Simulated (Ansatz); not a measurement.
`[SiH3]C#C[O][GeH3]` + `NCS` → `NC[S][GeH3]` + `OC#C[SiH3]`  (ligand exchange at a Ge–O bond)

Program: Ansatz. Geometries: PBE0-D4/def2-TZVP. ΔE: electronic, gas phase. CBS: MP2 limit from def2 TZ/QZ plus the TZ coupled-cluster correction, frozen cores. Functionals use def2-TZVPP. B3LYP here is the variant with VWN-RPA as its local correlation; programs differ in this. For Ge outer-core shells are correlated without core-valence functions, which leaves a few kJ/mol of doubt a bond. Scalar relativity is left out up to krypton. Each species was taken in one conformer, which may not be the lowest.

```tsv
level	ΔE (kJ/mol)	difference from CCSD(T)/CBS
PBE-D4	-19.5	-6.0
r2SCAN-D4	-13.8	-0.3
PBE0-D4	-20.1	-6.6
B3LYP-D4	-9.9	3.6
ωB97X-V	-11.1	2.4
B2PLYP	-6.1	7.4
PBE	-16.5	-3.0
r2SCAN	-13.3	0.2
PBE0	-17.6	-4.1
B3LYP	-4.9	8.6
SCS-MP2/def2-TZVPP	-5.9	7.6
HF/def2-QZVPP	5.1	18.6
MP2/def2-QZVPP	-12.5	1.0
HF/CBS(def2)	5.4	18.9
MP2/CBS(def2)	-14.7	-1.2
CCSD/CBS(def2)	-12.0	1.5
CCSD(T)/CBS	-13.5	0
```

Largest T1 diagnostic among the species: 0.013.

The D4 term adds −5.0 kJ/mol with B3LYP and −2.5 kJ/mol with PBE0; it sums over pairs of atoms, weighted by their polarisabilities, and B3LYP, whose exchange is more repulsive, gets the larger term. In def2-TZVPP, CCSD(T) changes the Hartree–Fock value by −12.8 kJ/mol (the triples alone add −1.5 kJ/mol) and MP2 by −14.0 kJ/mol.
